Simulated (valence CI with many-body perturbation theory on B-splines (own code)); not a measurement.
**Forbidden lines of Br11+**

Computed by valence CI with perturbative core correlation (CI+MBPT): six valence electrons over a frozen Dirac-Fock core [Ar], radial functions for each j: 7 s, 7 p, 8 d, 6 f, 4 g, 1 h, with the one-electron correlation potential Σ1 (screened to all orders), the two-electron term Σ2, the three-electron term Σ3, Breit, model QED; selected single and double excitations, second order for the rest, scaled by the run's own slope (own B-spline code, finite nucleus).

No measured spectrum was set against this ion. As an estimate, terms of the open shell hold to 2 to 4 % of their energy, and close levels can change places. Core correlation moves these levels by up to 5600 cm⁻¹, and in measured spectra 5 to 20 % of such shifts remained as error; rates that hang on mixing are uncertain with them. Among the levels kept, up to 700 cm⁻¹ of a level comes from second order outside the variational space, and about a tenth of that is noise between levels of different J, which matters for small intervals. Only levels of the ground parity were solved; by the run's estimate the other parity begins above the list, which can be wrong where configurations are misplaced.

Lines 51 to 100 of 120 in falling wavelength, among levels below 252340 cm⁻¹, chosen from the decays that carry over 1 % of a level's rate. Wavelengths and rates use the calculated energies, so an error of 2000 cm⁻¹ moves a line at 266.3 nm by 5.3 % and its rate by three times that or more. Electric multipoles are in the length gauge, E1 and E2 with the static RPA response of the core. S is in atomic units (e²a₀⁴ for E2 and M2, e²a₀⁶ for E3), for M1 in squared Bohr magnetons. Weak lines are less certain than strong ones. Lines between different terms over intervals too small for the method are left out, as are lines whose strength nearly cancels.

Names give the largest LS component (configuration and term), which can be under half, so a name can repeat, a term be missing and a line seem to break the LS rules; names also repeat where a configuration has a term twice. Letters in brackets count levels of one name in rising energy.

```tsv
λ vac (nm)	Upper	Lower	Type	A (s⁻¹)	S (a.u.)
266.3	3d6 1F_3	3d6 3G_3	M1	4.08e+00	2.00e-02
264.9	3d6 3P_2 [a]	3d6 5D_1	M1	1.66e+01	5.70e-02
257.1	3d6 1F_3	3d6 3G_4	M1	1.25e+01	5.50e-02
242.6	3d6 3P_0 [b]	3d6 3D_1	M1	1.61e+01	8.54e-03
238.7	3d6 3P_2 [a]	3d6 5D_3	M1	1.05e+02	2.64e-01
231.9	3d6 3H_4	3d6 5D_3	M1	5.38e+00	2.24e-02
224.9	3d6 3F_4 [b]	3d6 1G_4 [a]	M1	2.00e+00	7.58e-03
224.3	3d6 3P_1 [b]	3d6 3D_1	M1	1.46e+01	1.84e-02
220.9	3d6 1D_2 [a]	3d6 3P_2 [a]	M1	1.44e+01	2.89e-02
211.0	3d6 3F_3 [a]	3d6 5D_2	M1	1.24e+01	3.02e-02
210.6	3d6 3F_2 [a]	3d6 5D_1	M1	8.02e+00	1.39e-02
209.6	3d6 3F_4 [b]	3d6 3D_3	M1	1.74e+01	5.33e-02
209.0	3d6 3H_4	3d6 5D_4	M1	4.09e+01	1.25e-01
208.2	3d6 3H_6	3d6 5D_4	E2	1.27e-04	5.76e-05
208.0	3d6 1F_3	3d6 3F_2 [a]	M1	1.07e+00	2.49e-03
203.8	3d6 3F_2 [a]	3d6 5D_2	M1	1.98e+01	3.10e-02
202.4	3d6 3H_5	3d6 5D_4	M1	2.19e-01	7.40e-04
201.4	3d6 1F_3	3d6 3F_4 [a]	M1	5.06e-01	1.07e-03
201.2	3d6 3P_1 [a]	3d6 5D_0	M1	3.03e+01	2.75e-02
201.0	3d6 1F_3	3d6 3F_3 [a]	M1	1.03e+00	2.16e-03
200.3	3d6 3F_3 [a]	3d6 5D_3	M1	4.29e+01	8.94e-02
199.9	3d6 3F_4 [a]	3d6 5D_3	M1	8.14e+00	2.17e-02
193.7	3d6 3F_2 [a]	3d6 5D_3	M1	6.39e+00	8.61e-03
191.9	3d6 3P_1 [a]	3d6 5D_2	M1	9.65e+01	7.58e-02
190.4	3d6 3P_0 [a]	3d6 5D_1	M1	1.48e+02	3.80e-02
182.9	3d6 3F_3 [a]	3d6 5D_4	M1	1.13e+01	1.79e-02
182.6	3d6 3F_4 [a]	3d6 5D_4	M1	5.23e+01	1.06e-01
176.8	3d6 1F_3	3d6 3H_4	M1	9.08e+00	1.30e-02
173.0	3d6 1F_3	3d6 3P_2 [a]	M1	1.10e+00	1.48e-03
171.3	3d6 3F_4 [b]	3d6 3G_3	M1	1.61e+00	2.70e-03
170.3	3d6 3P_0 [b]	3d6 3P_1 [a]	M1	4.51e+01	8.26e-03
167.8	3d6 3G_3	3d6 5D_2	M1	2.26e+00	2.78e-03
167.5	3d6 3F_4 [b]	3d6 3G_4	M1	1.09e+01	1.71e-02
164.5	3d6 3G_4	3d6 5D_3	M1	2.25e+00	3.34e-03
161.7	3d6 3G_5	3d6 5D_4	M1	6.58e-01	1.13e-03
160.9	3d6 3G_3	3d6 5D_3	M1	6.49e+00	7.02e-03
157.8	3d6 3F_4 [b]	3d6 3G_5	M1	3.56e+01	4.66e-02
157.8	3d6 3F_4 [b]	3d6 3G_5	E2	2.62e+00	2.06e-01
152.6	3d6 3G_4	3d6 5D_4	M1	8.49e+00	1.01e-02
149.7	3d6 3D_2	3d6 5D_1	M1	9.77e+00	6.07e-03
149.5	3d6 3G_3	3d6 5D_4	M1	9.46e-01	8.21e-04
148.8	3d6 3D_1	3d6 5D_0	M1	1.78e+01	6.52e-03
147.0	3d6 3D_1	3d6 5D_1	M1	3.37e+01	1.19e-02
146.2	3d6 3D_2	3d6 5D_2	M1	2.29e+01	1.32e-02
143.7	3d6 3D_1	3d6 5D_2	M1	7.02e+00	2.31e-03
142.4	3d6 3D_3	3d6 5D_2	M1	5.42e+00	4.06e-03
141.9	3d6 3F_4 [b]	3d6 3F_4 [a]	M1	8.20e+00	7.82e-03
141.9	3d6 3F_4 [b]	3d6 3F_4 [a]	E2	1.53e+00	7.09e-02
141.7	3d6 3F_4 [b]	3d6 3F_3 [a]	M1	8.89e+00	8.44e-03
140.9	3d6 3D_2	3d6 5D_3	M1	1.72e+00	8.95e-04
```
